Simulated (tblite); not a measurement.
Record of a relaxation.

Species: C3H13Ge2NSi.
Atom-mapped SMILES: `[CH3:1]/[N:2]=[CH:3]/[CH2:4][Ge@@H:5]([SiH3:6])[GeH3:7]` (hydrogens: H8, H9, H10 on C1; H11 on C3; H12, H13 on C4; H14 on Ge5; H15, H16, H17 on Si6; H18, H19, H20 on Ge7)

Computed with GFN2-xTB (tblite), gas phase: L-BFGS steps from a force-field or distance-geometry start until the largest atomic force falls under 0.01 eV/Å. 10 of its 194 geometries are shown.

Step 0: E = -585.6744 eV, largest atomic force 1.043 eV/Å
```
atom  x, y, z in Å  |  force x, y, z in eV/Å
C1      2.582    0.752    1.214   -0.447   0.308  -0.028
N2      1.738    0.246    0.145   -0.144  -0.126  -0.054
C3      1.075    1.014   -0.613    0.110  -0.778  -0.079
C4      0.214    0.453   -1.714    0.808   0.659  -0.020
Ge5    -1.301   -0.526   -0.943   -0.516  -0.446   0.304
Si6    -0.582   -2.471    0.066    0.459  -0.184   0.376
Ge7    -2.399    0.853    0.667   -0.013  -0.016  -0.153
H8      1.962    1.331    1.945    0.528  -0.284  -0.459
H9      3.369    1.410    0.797   -0.316  -0.232   0.311
H10     3.051   -0.094    1.748   -0.278   0.349  -0.401
H11     1.114    2.096   -0.498   -0.149   0.372  -0.044
H12    -0.181    1.266   -2.336    0.322  -0.132   0.021
H13     0.811   -0.237   -2.330   -0.222   0.296   0.181
H14    -2.288   -0.886   -2.088    0.198   0.273   0.056
H15     0.305   -2.125    1.196   -0.210  -0.171  -0.191
H16     0.154   -3.288   -0.896   -0.002  -0.116   0.022
H17    -1.738   -3.216    0.572    0.028  -0.071   0.012
H18    -1.392    1.210    1.789   -0.589   0.010  -0.320
H19    -2.909    2.148   -0.008    0.019  -0.268   0.544
H20    -3.589    0.074    1.285    0.412   0.556  -0.077
```

Step 21: E = -585.9641 eV, largest atomic force 0.087 eV/Å
```
atom  x, y, z in Å  |  force x, y, z in eV/Å
C1      2.514    0.732    1.176   -0.013   0.011   0.012
N2      1.694    0.208    0.113   -0.045   0.048  -0.001
C3      1.075    1.010   -0.638    0.025  -0.003  -0.083
C4      0.246    0.498   -1.742    0.003  -0.004  -0.020
Ge5    -1.247   -0.561   -0.904    0.057   0.022   0.032
Si6    -0.503   -2.556    0.100    0.055  -0.021   0.043
Ge7    -2.405    0.884    0.632    0.017   0.001  -0.010
H8      1.926    1.317    1.892   -0.008  -0.035  -0.014
H9      3.299    1.384    0.781    0.002  -0.025   0.017
H10     2.977   -0.106    1.694   -0.010  -0.004   0.010
H11     1.101    2.101   -0.493    0.006   0.016   0.013
H12    -0.126    1.301   -2.378    0.007  -0.013   0.058
H13     0.828   -0.192   -2.353   -0.041   0.005   0.013
H14    -2.196   -0.762   -2.095   -0.057  -0.032  -0.013
H15     0.348   -2.260    1.246    0.014   0.007   0.011
H16     0.206   -3.408   -0.850    0.025   0.004  -0.057
H17    -1.669   -3.304    0.581   -0.044  -0.011  -0.003
H18    -1.529    1.293    1.784   -0.004   0.025   0.017
H19    -2.962    2.190    0.134    0.014   0.009  -0.026
H20    -3.582    0.241    1.315   -0.002   0.001   0.000
```

Step 43: E = -586.0351 eV, largest atomic force 0.360 eV/Å
```
atom  x, y, z in Å  |  force x, y, z in eV/Å
C1      2.308    0.644    1.222    0.096  -0.018  -0.069
N2      1.390    0.241    0.191   -0.088   0.232   0.071
C3      1.089    1.048   -0.732    0.224  -0.055   0.044
C4      0.168    0.561   -1.776   -0.029   0.059   0.139
Ge5    -1.136   -0.571   -0.736   -0.215  -0.001  -0.114
Si6    -0.330   -2.602    0.116    0.014  -0.071  -0.034
Ge7    -2.314    0.974    0.673    0.013  -0.028  -0.094
H8      1.783    1.226    1.989    0.083  -0.174  -0.046
H9      3.123    1.252    0.817   -0.016   0.117   0.059
H10     2.742   -0.254    1.666   -0.128   0.056   0.077
H11     1.477    2.088   -0.756   -0.082  -0.318  -0.147
H12    -0.286    1.393   -2.309   -0.069  -0.024  -0.107
H13     0.707   -0.067   -2.490   -0.060   0.128   0.053
H14    -2.268   -0.912   -1.760    0.158   0.048   0.017
H15     0.523   -2.469    1.281    0.075   0.084   0.154
H16     0.430   -3.282   -0.926    0.044  -0.075  -0.102
H17    -1.460   -3.456    0.486   -0.053  -0.025  -0.018
H18    -1.575    1.550    1.843    0.050   0.048   0.055
H19    -2.791    2.183   -0.085    0.023   0.077   0.015
H20    -3.584    0.464    1.286   -0.040  -0.062   0.047
```

Step 64: E = -586.1838 eV, largest atomic force 0.129 eV/Å
```
atom  x, y, z in Å  |  force x, y, z in eV/Å
C1      2.180    0.691    1.291   -0.035  -0.045   0.007
N2      1.134    0.435    0.350   -0.015  -0.022  -0.024
C3      1.148    0.952   -0.796   -0.017  -0.001  -0.086
C4      0.088    0.553   -1.745   -0.021   0.012   0.007
Ge5    -1.178   -0.596   -0.698    0.085  -0.010  -0.096
Si6    -0.250   -2.610    0.085    0.038  -0.024   0.040
Ge7    -2.299    0.999    0.684   -0.029   0.055   0.107
H8      1.762    1.144    2.190   -0.043   0.075  -0.053
H9      2.977    1.327    0.881   -0.052  -0.009   0.079
H10     2.590   -0.276    1.584    0.104  -0.003  -0.002
H11     1.919    1.671   -1.114   -0.008  -0.081  -0.028
H12    -0.420    1.435   -2.143    0.057   0.006  -0.023
H13     0.538    0.039   -2.600   -0.032   0.054   0.081
H14    -2.246   -0.936   -1.768    0.003   0.010   0.030
H15     0.568   -2.407    1.279   -0.010  -0.001  -0.010
H16     0.584   -3.219   -0.956   -0.003   0.034   0.007
H17    -1.298   -3.577    0.414   -0.037  -0.009  -0.004
H18    -1.505    1.578    1.823   -0.004  -0.031  -0.018
H19    -2.704    2.219   -0.103    0.006   0.033  -0.012
H20    -3.593    0.591    1.337    0.012  -0.043  -0.004
```

Step 86: E = -586.2053 eV, largest atomic force 0.053 eV/Å
```
atom  x, y, z in Å  |  force x, y, z in eV/Å
C1      2.134    0.724    1.294   -0.024  -0.011  -0.025
N2      1.121    0.431    0.326    0.003   0.036  -0.039
C3      1.194    0.875   -0.848    0.011  -0.002   0.019
C4      0.105    0.534   -1.783    0.018   0.019   0.000
Ge5    -1.172   -0.573   -0.716    0.005   0.014   0.005
Si6    -0.258   -2.584    0.092   -0.042   0.003  -0.015
Ge7    -2.271    0.993    0.724   -0.015   0.013  -0.037
H8      1.656    1.158    2.173    0.010  -0.007  -0.016
H9      2.902    1.410    0.915   -0.005  -0.007   0.013
H10     2.603   -0.214    1.595   -0.010   0.011   0.016
H11     2.024    1.508   -1.191    0.017   0.016  -0.024
H12    -0.357    1.454   -2.149   -0.016  -0.001   0.002
H13     0.501    0.026   -2.664    0.042  -0.021   0.024
H14    -2.259   -0.893   -1.766   -0.025  -0.019   0.004
H15     0.520   -2.392    1.312   -0.003   0.006   0.014
H16     0.613   -3.169   -0.930    0.015  -0.009  -0.002
H17    -1.325   -3.547    0.373    0.006  -0.013  -0.006
H18    -1.485    1.514    1.890    0.011  -0.014   0.023
H19    -2.697    2.252    0.005    0.010  -0.029   0.026
H20    -3.553    0.505    1.344   -0.009   0.013   0.019
```

Step 107: E = -586.2131 eV, largest atomic force 0.025 eV/Å
```
atom  x, y, z in Å  |  force x, y, z in eV/Å
C1      2.106    0.766    1.284    0.006   0.004  -0.001
N2      1.115    0.472    0.297   -0.003  -0.011   0.021
C3      1.213    0.890   -0.885   -0.008  -0.008  -0.019
C4      0.143    0.515   -1.829   -0.011  -0.008  -0.002
Ge5    -1.163   -0.544   -0.742   -0.005  -0.018   0.000
Si6    -0.302   -2.569    0.086    0.010  -0.006   0.007
Ge7    -2.243    0.965    0.770    0.000  -0.008   0.013
H8      1.612    1.214    2.148   -0.006   0.018  -0.017
H9      2.892    1.439    0.918   -0.001   0.003   0.004
H10     2.557   -0.172    1.612   -0.004  -0.003  -0.010
H11     2.050    1.511   -1.235    0.010   0.008   0.015
H12    -0.296    1.412   -2.271   -0.007  -0.002   0.011
H13     0.562   -0.061   -2.656    0.014   0.008   0.003
H14    -2.270   -0.853   -1.776   -0.009  -0.003  -0.009
H15     0.401   -2.370    1.351   -0.007  -0.011  -0.004
H16     0.631   -3.159   -0.877    0.004   0.010   0.003
H17    -1.376   -3.541    0.307   -0.002   0.003  -0.007
H18    -1.446    1.387    1.970    0.005  -0.004   0.000
H19    -2.673    2.271    0.155    0.008   0.017  -0.005
H20    -3.521    0.438    1.370    0.006   0.009  -0.004
```

Step 129: E = -586.2232 eV, largest atomic force 0.048 eV/Å
```
atom  x, y, z in Å  |  force x, y, z in eV/Å
C1      2.015    0.860    1.281    0.016  -0.016   0.007
N2      1.046    0.515    0.290   -0.005  -0.016   0.016
C3      1.170    0.871   -0.909   -0.017   0.033  -0.029
C4      0.111    0.467   -1.853   -0.002  -0.006  -0.011
Ge5    -1.182   -0.590   -0.748   -0.020   0.003  -0.017
Si6    -0.302   -2.613    0.059    0.019  -0.020  -0.007
Ge7    -2.115    0.957    0.817   -0.001   0.007  -0.009
H8      1.517    1.428    2.068   -0.013   0.005   0.001
H9      2.853    1.444    0.884    0.009   0.015  -0.017
H10     2.389   -0.063    1.722    0.032  -0.015   0.032
H11     2.018    1.469   -1.272    0.025   0.001   0.003
H12    -0.344    1.359   -2.291   -0.011  -0.021  -0.005
H13     0.545   -0.096   -2.681   -0.011  -0.008   0.001
H14    -2.318   -0.905   -1.749   -0.001   0.029  -0.004
H15     0.176   -2.499    1.436   -0.008   0.011  -0.014
H16     0.816   -3.045   -0.784   -0.004  -0.004   0.013
H17    -1.325   -3.663    0.018    0.022   0.006  -0.001
H18    -1.287    1.152    2.050   -0.013   0.009   0.042
H19    -2.316    2.357    0.297    0.027  -0.009  -0.012
H20    -3.473    0.604    1.360   -0.044  -0.004   0.010
```

Step 150: E = -586.2385 eV, largest atomic force 0.058 eV/Å
```
atom  x, y, z in Å  |  force x, y, z in eV/Å
C1      1.941    0.974    1.264   -0.017   0.002  -0.014
N2      0.989    0.551    0.286   -0.026  -0.009  -0.015
C3      1.109    0.848   -0.930   -0.004   0.017   0.027
C4      0.061    0.388   -1.863    0.012   0.032   0.003
Ge5    -1.238   -0.640   -0.741    0.033   0.013   0.023
Si6    -0.304   -2.659    0.007    0.012  -0.009  -0.010
Ge7    -1.977    0.925    0.908   -0.015   0.025  -0.031
H8      1.444    1.665    1.946   -0.006   0.020   0.010
H9      2.818    1.462    0.825    0.041   0.029  -0.004
H10     2.250    0.104    1.844    0.027  -0.025  -0.014
H11     1.948    1.438   -1.326    0.037  -0.018   0.041
H12    -0.395    1.259   -2.339   -0.031   0.003  -0.018
H13     0.518   -0.193   -2.666   -0.036  -0.038  -0.001
H14    -2.413   -0.882   -1.705   -0.029  -0.014  -0.025
H15    -0.132   -2.634    1.459    0.000  -0.027  -0.002
H16     1.007   -2.872   -0.611   -0.003  -0.002   0.004
H17    -1.152   -3.801   -0.346    0.013   0.015   0.020
H18    -1.283    0.829    2.236   -0.037  -0.019  -0.022
H19    -1.752    2.354    0.483    0.000  -0.010   0.028
H20    -3.446    0.896    1.267    0.028   0.016   0.000
```

Step 172: E = -586.2469 eV, largest atomic force 0.024 eV/Å
```
atom  x, y, z in Å  |  force x, y, z in eV/Å
C1      1.934    1.014    1.248    0.000  -0.002  -0.004
N2      0.964    0.584    0.291    0.001   0.006  -0.016
C3      1.102    0.826   -0.936    0.007   0.005   0.015
C4      0.048    0.367   -1.862    0.002   0.012   0.002
Ge5    -1.258   -0.638   -0.729    0.005  -0.011   0.003
Si6    -0.295   -2.652    0.001   -0.011  -0.011   0.018
Ge7    -1.978    0.932    0.921    0.007  -0.001  -0.001
H8      1.445    1.696    1.946    0.000  -0.005   0.000
H9      2.797    1.515    0.790    0.001   0.000   0.012
H10     2.271    0.145    1.814    0.009   0.001  -0.004
H11     1.974    1.365   -1.337   -0.014  -0.007  -0.006
H12    -0.403    1.233   -2.351   -0.003   0.011  -0.005
H13     0.490   -0.237   -2.657   -0.004  -0.004   0.006
H14    -2.430   -0.901   -1.695   -0.011   0.004  -0.010
H15    -0.195   -2.694    1.459    0.000  -0.002   0.009
H16     1.052   -2.801   -0.555    0.006  -0.001  -0.010
H17    -1.087   -3.805   -0.434    0.006   0.002   0.001
H18    -1.395    0.676    2.279    0.003   0.001   0.002
H19    -1.581    2.350    0.608    0.001   0.003   0.003
H20    -3.460    1.036    1.194   -0.005  -0.002  -0.015
```

Step 193: E = -586.2482 eV, largest atomic force 0.009 eV/Å
```
atom  x, y, z in Å  |  force x, y, z in eV/Å
C1      1.966    0.986    1.245   -0.004  -0.003   0.001
N2      0.986    0.567    0.292    0.000   0.005   0.001
C3      1.105    0.837   -0.931    0.000  -0.004  -0.001
C4      0.046    0.381   -1.853    0.001   0.000   0.001
Ge5    -1.249   -0.636   -0.718   -0.002   0.005  -0.007
Si6    -0.287   -2.650    0.018    0.003  -0.005   0.003
Ge7    -2.010    0.944    0.904   -0.003  -0.001  -0.002
H8      1.474    1.624    1.982   -0.002  -0.004  -0.005
H9      2.804    1.530    0.790   -0.005  -0.003   0.004
H10     2.340    0.104    1.766    0.003  -0.001  -0.003
H11     1.962    1.396   -1.334    0.000   0.005   0.000
H12    -0.410    1.247   -2.337   -0.001  -0.004  -0.001
H13     0.485   -0.222   -2.651   -0.001   0.006  -0.002
H14    -2.419   -0.907   -1.687    0.002  -0.001   0.001
H15    -0.140   -2.679    1.472    0.000   0.006   0.002
H16     1.037   -2.821   -0.584    0.000  -0.001   0.002
H17    -1.105   -3.800   -0.378    0.000   0.002   0.001
H18    -1.470    0.711    2.284    0.004  -0.001   0.003
H19    -1.619    2.363    0.592    0.004  -0.004   0.001
H20    -3.502    1.034    1.124    0.002   0.003   0.000
```

**Question.** Summarise the path.

**Answer.** The energy falls by 55.36 kJ/mol from step 0 to step 193; nine tenths of that is first reached at step 67. It rises by more than 0.2 meV at steps 45 and 128. The largest force goes from 1.043 to 0.009 eV/Å. Among the bonds Ge7–H18 changes most, from 1.549 to 1.500 Å; the atoms move by 0.778 Å rms after alignment.

The cost below is that of the whole relaxation. Time: 3.2 s of wall time. Hardware: Arm Neoverse N1, one thread, shared host with 64 logical CPUs at a one-minute load of 58.
